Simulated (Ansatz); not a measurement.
A structure drawn as `O[Si](F)(Cl)Br`, with this starting geometry:

```xyz
6

O     0.785    0.693    0.821
Si   -0.208   -0.041   -0.245
F     0.711   -0.540   -1.413
Cl   -0.991   -1.631    0.654
Br   -1.785    1.305   -0.982
H     1.489    0.213    1.165
```

Charge 0, multiplicity 1.

Q: Relax it with Ansatz at PBE-D4/def2-SVP and then PBE0-D4/def2-TZVP. Is the drawn bonding still there?

A: Yes, every drawn bond is still there and no new one forms.

Q: Give the relaxed structure. (Estimate.)

A: Ansatz gave: 
Z-matrix (Å, degrees):
```
Si
F 1 1.580
Cl 1 2.028 2 106.5
O 1 1.613 2 111.0 3 121.5
Br 1 2.176 2 108.3 3 -120.3
H 4 0.959 1 118.7 2 -77.8
```
All modes are real.

Atoms count as bonded under 1.1 times the sum of their covalent radii (H–H under 0.85 Å, pairs among N, O and F under 1.55 Å), and a drawn bond as lost past 1.3 times.
